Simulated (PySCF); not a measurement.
Fluorine: a sound run and one with changed settings

Sound run: F²⁺ [He] 2s2 2p3, F³⁺ [He] 2s2 2p2. Computed with PySCF 2.14 in 6-31G*, with the non-relativistic Hamiltonian (point nucleus). In the sound run the correlated levels freeze 1s2. The sound run starts from symmetry-adapted Hartree-Fock orbitals and uses a fine grid where one is needed.

A second run was set up differently.

```tsv
species	method	sound run (hartree)	changed run (hartree)	converged
F²⁺	UHF	-97.55968	-97.55968	yes
F²⁺	MN15	-97.68958	-97.68958	yes
F²⁺	M06-L	-97.76915	-97.76915	yes
F²⁺	MP2	-97.60590	-97.59845	yes
F²⁺	CCSD(T)	-97.61851	-97.61851	yes
F³⁺	UHF	-95.27054	-95.27054	yes
F³⁺	MN15	-95.37469	-95.37469	yes
F³⁺	M06-L	-95.45461	-95.45461	yes
F³⁺	MP2	-95.31032	-95.30298	yes
F³⁺	CCSD(T)	-95.33152	-95.33152	yes
```

Ionisation energy of F²⁺:

| method | sound run (eV) | changed run (eV) |
| --- | --- | --- |
| UHF | 62.291 | 62.291 |
| MN15 | 62.991 | 62.991 |
| M06-L | 62.982 | 62.982 |
| MP2 | 62.466 | 62.463 |
| SCS-MP2 | 62.331 | 62.353 |
| CCSD | 62.230 | 62.230 |
| CCSD(T) | 62.232 | 62.232 |

Q: What was changed?
A. too few SCF iterations
B. level shift left on
C. angular grid far too coarse
D. basis contracted for another Hamiltonian

A: B. It used initial guess sap, at most 50 SCF cycles, level shift 0.5 hartree. A level shift leaves the converged SCF energy unchanged but raises the virtual orbital energies, which shrinks MP2 if it is not removed.
